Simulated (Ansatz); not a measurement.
Start from `C[N]([GeH3])[SiH2]O` and change one atom or group to get `C[N]([GeH3])[SiH2]F`.

Ansatz, PBE0-D4/def2-TZVP geometries, multiplicity 1. Each molecule was computed in one conformer, which needn't be the lowest.

Scalar relativity is left out up to krypton.

```tsv
property	`C[N]([GeH3])[SiH2]O`
HOMO energy (PBE/def2-TZVPP) / eV	-5.70
HOMO energy (PBE0/def2-TZVPP) / eV	-7.01
size of the dipole moment (B3LYP/def2-TZVPP) / D	1.91
HOMO energy (ωB97M-V/def2-TZVPP) / eV	-9.31
HOMO–LUMO gap (PBE0/def2-TZVPP) / eV	7.35
HOMO–LUMO gap (PBE/def2-TZVPP) / eV	5.20
```

**Question.** Give the same properties after the change, and the shifts. (Estimate.)

**Answer.** Computed: 
| property | `C[N]([GeH3])[SiH2]F` | shift |
| --- | --- | --- |
| HOMO energy (PBE/def2-TZVPP) / eV | -6.02 | -0.32 |
| HOMO energy (PBE0/def2-TZVPP) / eV | -7.34 | -0.33 |
| size of the dipole moment (B3LYP/def2-TZVPP) / D | 1.95 | 0.04 |
| HOMO energy (ωB97M-V/def2-TZVPP) / eV | -9.64 | -0.33 |
| HOMO–LUMO gap (PBE0/def2-TZVPP) / eV | 7.59 | 0.24 |
| HOMO–LUMO gap (PBE/def2-TZVPP) / eV | 5.43 | 0.23 |

With PBE0 the HOMO falls by 0.33 eV and the LUMO falls by 0.09 eV, so the gap widens by about 0.24 eV. PBE moves the HOMO by -0.32 eV and ωB97M-V by -0.33 eV. Dipoles are sizes alone; their direction can turn.

B3LYP here is the variant with VWN-RPA as its local correlation; programs differ in this.
